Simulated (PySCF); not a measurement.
Delta-SCF ions had no search for a lower state. 

Cartesian coordinates (Å):
SMILES: [GaH3]
```xyz
4

Ga     0.0000     0.0000    -0.0001
H     -0.2679     1.5450     0.0021
H     -1.2041    -1.0046     0.0064
H      1.4720    -0.5404    -0.0085
```
Charge 0, multiplicity 1.

Estimate the dipole moment, HOMO and vertical ionisation energy (Delta-SCF) that ωB97X-D3(BJ)/def2-TZVP // PBE0-D3(BJ)/def2-TZVP (PySCF) returns for this input.


| Quantity | Value |
|---|---|
| dipole moment | 0.00 D |
| HOMO | -11.11 eV |
| vertical ionisation energy (Delta-SCF) | 11.47 eV |
